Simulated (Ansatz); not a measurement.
Molecule: C₄H₄N, charge 0, multiplicity 2. It need not be the lowest isomer of its formula. 
Coordinates optimised at B3LYP-D3(BJ)/def2-TZVP (Ansatz, an electronic-structure program):
```xyz
9

C     -1.9631    -0.1689     0.0525
C     -0.7467    -0.9721     0.0564
C      0.5619    -0.8297     0.0202
C      1.1700     0.4631    -0.0458
N      1.6429     1.5137    -0.0990
H     -1.7209     0.9010     0.0040
H     -2.5918    -0.4188    -0.8054
H     -2.5507    -0.3481     0.9560
H      1.2307    -1.6843     0.0389
```
Charge 0, spin multiplicity 2.

Basis-set convergence of Hartree-Fock and CCSD(T) correlation energies (hartree) with Ansatz. Cores are frozen in the correlated levels unless marked. UHF or UKS for open shells. Spin-orbit coupling is left out. No relativistic terms.

The UHF reference is spin-contaminated (<S^2> 0.32 over the pure value in the largest basis). 

```tsv
basis	functions	E(HF)	E(corr, CCSD(T))
cc-pVDZ	90	-208.18814	-0.70727
cc-pVTZ	206	(withheld)	(withheld)
```

Task: What belongs in the gaps?

Result: 
- cc-pVTZ, E(HF): -208.24138
- cc-pVTZ, E(corr, CCSD(T)): -0.85240
